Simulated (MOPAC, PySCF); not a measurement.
CH9NSi2, SMILES `NC[SiH2][SiH3]` (H–N–C–Si torsion -64°, N–C–Si–Si torsion -53°), neutral singlet in the gas phase. 

Cartesian coordinates (Å):
SMILES: NC[SiH2][SiH3]
```xyz
13

N     -1.5343     0.0777    -1.0311
C     -1.1838    -0.8124     0.0700
Si     0.1969    -0.0281     1.0938
Si     1.9569     0.5700    -0.3261
H     -1.9209     0.9473    -0.6868
H     -2.2314    -0.3385    -1.6356
H     -0.7765    -1.7397    -0.3466
H     -2.0235    -1.1048     0.7193
H     -0.3267     1.1908     1.7795
H      0.6486    -0.9788     2.1496
H      1.6154     1.7732    -1.1289
H      2.2642    -0.5556    -1.2506
H      3.1854     0.8711     0.4612
```
Charge 0, multiplicity 1.

All levels are single points at this geometry (PBE0-D4/def2-TZVP); Pople sets use spherical d functions. Orbital energies aren't observables, and empty levels follow the basis.

```
level                          HOMO (eV)  LUMO (eV)  gap (eV)  dipole (D)  vertical IE, Delta-SCF (eV)
-----------------------------  ---------  ---------  --------  ----------  ---------------------------
PBE-D3(BJ)/def2-TZVP in PySCF      -5.58      -0.61      4.97        2.01                            –
PBE0-D4/def2-TZVP in PySCF         -7.03       0.21      7.24        1.98                         9.19
B3LYP/3-21G in PySCF               -5.97       0.91      6.87        2.21                            –
B3LYP/6-311+G** in PySCF           -6.83      -0.38      6.45        1.91                            –
B3LYP/6-31G* in PySCF              -6.44       0.56      7.00        2.10                         8.99
B3LYP/LANL2DZ in PySCF             -6.30       0.80      7.10        2.18                            –
M06-2X/6-31G* in PySCF             -8.16       1.45      9.61        2.03                            –
SVWN5/6-31G* in PySCF              -5.21      -0.27      4.94        2.22                         8.73
HF/STO-3G in PySCF                 -8.19      11.14     19.32        1.40                            –
AM1 in MOPAC                       -9.87      -0.70      9.17        1.56                            –
PM3 in MOPAC                       -9.09      -1.15      7.94        1.45                            –
PM6 in MOPAC                       -8.69      -0.06      8.63        1.95                            –
PM7 in MOPAC                       -9.46       0.40      9.87        1.94                            –
```
